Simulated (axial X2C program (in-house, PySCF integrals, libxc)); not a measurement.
# Potential curves of Ge₂, scalar-relativistic

Computed with an in-house relativistic program for diatomic molecules. Spin-free means the one-electron spin-free X2C Hamiltonian. Basis: Ge dyall-cv3z [9s9p7d4f1g] (cores contracted in-house); Gaussian nuclei, density fitting, unrestricted open shells. Masses: Ge 73.921 u.

State: M_S = 1, Λ = 0 (beyond evenly filled blocks: π+α, π-α). Energies in eV from the fragments at the same level (Ge + Ge). Fits are polynomials in 1 − R0/R over 0.85 to 1.23 times the lowest point R0.

```json
{"R (Å)": "2.0715", "PW91": "-2.2750", "MP2": "-1.7003", "PBE0": "-2.1250"}
{"R (Å)": "2.1667", "PW91": "-2.7614", "MP2": "-2.1950", "PBE0": "-2.5832"}
{"R (Å)": "2.2381", "PW91": "-2.9826", "MP2": "-2.4130", "PBE0": "-2.7802"}
{"R (Å)": "2.3096", "PW91": "-3.1101", "MP2": "-2.5312", "PBE0": "-2.8816"}
{"R (Å)": "2.3810", "PW91": "-3.1643", "MP2": "-2.5716", "PBE0": "-2.9080"}
{"R (Å)": "2.4643", "PW91": "-3.1565", "MP2": "-2.5444", "PBE0": "-2.8663"}
{"R (Å)": "2.5477", "PW91": "-3.0915", "MP2": "-2.4580", "PBE0": "-2.7662"}
{"R (Å)": "2.6548", "PW91": "-2.9484", "MP2": "-2.2879", "PBE0": "-2.5770"}
{"R (Å)": "2.7858", "PW91": "-2.7149", "MP2": "-2.0262", "PBE0": "-2.2867"}
{"R (Å)": "2.9762", "PW91": "-2.3186", "MP2": "-1.6058", "PBE0": "-1.8084"}
```

Correlated methods: 8 electrons correlated (number of frozen shells: Ge 3 s, 2 p, 1 d), 272 virtual spin orbitals or spinors in MP2.

One determinant describes the state; a PBE0 search over occupations chose it and may have missed a lower one. Dissociation energies refer to the lowest single-determinant-based atoms at the same level and basis. PBE0 can misorder states that lie within some tenths of an eV, so this need not be the ground state of the molecule. The nearest other spin-free determinant of the search, M_S = 1, Λ = 1, lies 0.39 eV up at the distance of the search. At some level and bond length an empty orbital lies below a filled one. With the outer-core shells frozen, correlated bond lengths of heavy atoms tend to come out a few hundredths of an ångström too long. Spin-free De lacks the spin–orbit lowering of the heavy p-block atom, a tenth of an eV or more for 4p and 5p, up to an eV for 6p and one to two eV for 7p atoms, less what an open-shell molecule gains itself. MP2 and coupled cluster on one determinant become unreliable at the stretched end.

(1) Fit the PW91 curve near its minimum: give the equilibrium distance, the harmonic wavenumber and the well depth.

(2) What are Re, ωe and De at the MP2 level?

(3) Fit the PBE0 curve near its minimum: give the equilibrium distance, the harmonic wavenumber and the well depth.

Results:

(1) At PW91, spin-free: Re = 2.412 Å, ωe ≈ 270 cm⁻¹, De = 3.17 eV to Ge + Ge; Be follows as 0.0784 cm⁻¹.

(2) At MP2, spin-free: Re = 2.391 Å, ωe ≈ 288 cm⁻¹, De = 2.57 eV to Ge + Ge; Be follows as 0.0798 cm⁻¹.

(3) At PBE0, spin-free: Re = 2.375 Å, ωe ≈ 292 cm⁻¹, De = 2.91 eV to Ge + Ge; Be follows as 0.0809 cm⁻¹.
